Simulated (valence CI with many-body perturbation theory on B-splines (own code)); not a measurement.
La XVIII: M1 decay

Method: configuration interaction combined with many-body perturbation theory (CI+MBPT): four valence electrons over a frozen Dirac-Fock core [Kr], a basis of 7 s, 7 p, 8 d, 6 f, 4 g, 1 h functions for each j, with the one-electron correlation potential Σ1, the two-electron term Σ2, the three-electron term Σ3, Breit, model QED; selected CI, second order for the rest, scaled by the run's own slope (own B-spline code, finite nucleus).

No measured spectrum was set against this ion. As an estimate, terms of the open shell hold to 2 to 4 % of their energy, and close levels can change places. The list stops below the first excitations out of the core.

Lines 51 to 100 of 120 in falling wavelength, among levels below 72.789 eV, chosen from the decays that carry over 1 % of a level's rate. Wavelengths and rates use the calculated energies, so an error of 2000 cm⁻¹ moves a line at 283.6 nm by 5.7 % and its rate by three times that or more. Weak lines are less certain than strong ones. Lines between different terms over intervals too small for the method are left out, as are lines whose strength nearly cancels. Branching is blank where the lifetime is uncertain.

Names give the largest LS component (configuration and term), which can be under half, so a name can repeat, a term be missing and a line seem to break the LS rules; names also repeat where a configuration has a term twice. Letters in brackets count levels of one name in rising energy.

```
λ vac (nm)         Upper         Lower  Type   A (s⁻¹)  Branch %
     283.6  4d4 3P_2 [b]      4d4 3D_2    M1  1.62e+02      18.6
     273.7  4d4 3P_2 [a]      4d4 3G_3    M1  2.21e+01       1.8
     270.6      4d4 1I_6      4d4 3H_5    M1  2.69e+02      55.8
     267.5  4d4 3P_0 [a]      4d4 5D_1    M1  1.47e+03     100.0
     267.0      4d4 3G_3      4d4 5D_2    M1  1.53e+02      39.3
     265.2      4d4 3D_1  4d4 3F_2 [a]    M1  3.06e+02      19.6
     259.3      4d4 1F_3      4d4 3D_3    M1  2.21e+02      24.5
     250.0  4d4 3F_2 [a]      4d4 5D_2    M1  2.39e+02      37.3
     243.9      4d4 1F_3      4d4 3D_2    M1  1.49e+02      16.5
     242.1  4d4 3F_4 [c]      4d4 3G_5    M1  1.82e+02       8.3
     236.8  4d4 3F_2 [b]      4d4 3D_1    M1  2.24e+02      15.9
     230.0      4d4 1F_3      4d4 3G_4    M1  1.15e+02      12.8
     226.6  4d4 3P_1 [a]      4d4 5D_2    M1  8.05e+02      89.5
     223.2  4d4 3P_2 [c]      4d4 3D_3    M1  5.43e+01       6.3
     221.3  4d4 3F_3 [b]  4d4 3P_2 [a]    M1  9.03e+01          
     219.7      4d4 3G_5      4d4 3H_4    M1  3.05e+01       6.8
     217.7      4d4 3G_4      4d4 5D_3    M1  3.64e+00       2.6
     217.6  4d4 3F_2 [b]  4d4 3P_2 [a]    M1  2.28e+02      16.2
     212.7  4d4 3F_4 [b]      4d4 3H_5    M1  4.68e+01       8.6
     212.2  4d4 3F_4 [c]  4d4 3F_3 [a]    M1  5.33e+02      24.2
     212.0  4d4 3P_2 [b]  4d4 3P_1 [a]    M1  9.06e+01      10.4
     211.7  4d4 3P_2 [c]      4d4 3D_2    M1  1.10e+01       1.3
     211.1      4d4 3D_3      4d4 5D_4    M1  3.17e+02      89.5
     208.0  4d4 1S_0 [a]  4d4 3P_1 [a]    M1  1.20e+03      95.2
     206.6      4d4 3D_2      4d4 5D_3    M1  1.51e+01      11.6
     201.8  4d4 3F_4 [a]      4d4 5D_4    M1  1.11e+02      12.4
     197.3  4d4 3F_3 [b]  4d4 3F_3 [a]    M1  2.01e+01          
     196.7      4d4 3D_3      4d4 5D_3    M1  1.23e+01       3.5
     196.5  4d4 3F_2 [a]      4d4 5D_1    M1  4.01e+02      62.6
     195.6  4d4 3F_4 [b]      4d4 3G_3    M1  1.14e+02      20.9
     195.2      4d4 3D_1  4d4 3P_0 [a]    M1  5.68e+02      36.4
     194.9  4d4 3P_2 [b]  4d4 3F_2 [a]    M1  3.96e+01       4.5
     194.4  4d4 3F_2 [b]  4d4 3F_3 [a]    M1  3.31e+02      23.5
     188.5  4d4 3F_4 [a]      4d4 5D_3    M1  2.05e+02      23.1
     185.7  4d4 3P_2 [b]      4d4 3G_3    M1  1.59e+02      18.3
     182.0  4d4 3F_4 [c]  4d4 3F_4 [a]    M1  8.75e+02      39.8
     178.4      4d4 3D_2      4d4 5D_2    M1  5.65e+00       4.4
     171.0      4d4 3D_3      4d4 5D_2    M1  1.71e+01       4.8
     170.9  4d4 3F_3 [b]  4d4 3F_4 [a]    M1  1.00e+02          
     169.1  4d4 3P_2 [c]  4d4 3P_1 [a]    M1  1.98e+02      23.0
     167.8      4d4 1F_3      4d4 3G_3    M1  1.34e+02      14.8
     167.3  4d4 3F_4 [b]      4d4 3H_4    M1  1.22e+02      22.5
     164.3  4d4 3F_3 [a]      4d4 5D_3    M1  1.97e+02      17.2
     162.7  4d4 3F_2 [b]      4d4 3D_3    M1  2.24e+02      15.9
     161.1  4d4 3F_4 [c]      4d4 3G_4    M1  2.08e+02       9.4
     158.2      4d4 3G_5      4d4 5D_4    M1  2.54e+01       5.6
     151.9  4d4 3P_2 [c]      4d4 3G_3    M1  2.42e+02      28.2
     150.7  4d4 3P_2 [a]      4d4 5D_3    M1  9.40e+02      77.8
     149.4      4d4 3D_2      4d4 5D_1    M1  6.54e+01      50.4
     146.6      4d4 1F_3      4d4 3H_4    M1  1.43e+02      15.8
```
